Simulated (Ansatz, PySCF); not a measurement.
Species: C₂HO (charge 0, doublet). It need not be the lowest isomer of its formula. SMILES: C#C[O]
Coordinates optimised at B3LYP-D3(BJ)/def2-TZVP (Ansatz, a first-principles code):
```xyz
4

C      1.2163    -0.0661    -0.3300
C     -0.0160    -0.0137     0.0400
O     -1.1687     0.1087     0.2066
H      2.1478    -0.3907     0.0874
```
Charge 0, spin multiplicity 2.

Property: atomisation energy (electronic, to ground-state atoms), in kJ/mol. Correlated levels leave the core frozen unless marked. Open shells are spin-unrestricted. Spin-orbit coupling is left out. No relativistic terms. The coupled-cluster limit lacks core correlation, which all-electron functionals hold. Basis-set limits of correlation are two-point, X^-3; Hartree-Fock from the larger set.

```tsv
level	program	atomisation energy (kJ/mol)
SVWN5/def2-TZVPD	Ansatz	(withheld)
PBE0-D3(BJ)/def2-TZVP	Ansatz + dftd3	1795.4
MN15-D3(BJ)/def2-TZVPD	PySCF + dftd3	1777.3
CAM-B3LYP-D4/def2-TZVPD	Ansatz + dftd4	(withheld)
SCS-MP2/6-31G*	Ansatz	1621.1
SCS-MP2/aug-cc-pVTZ	Ansatz	1731.3
SCS-MP2/cc-pVQZ	Ansatz	1758.0
CCSD/aug-cc-pVTZ	Ansatz	1651.6
CCSD(T)/CBS(cc-pVTZ,cc-pVQZ)	Ansatz	1747.8
```

Task: What belongs in the gaps?

Result: 
- SVWN5/def2-TZVPD, atomisation energy (kJ/mol): 2118.4
- CAM-B3LYP-D4/def2-TZVPD, atomisation energy (kJ/mol): 1773.2
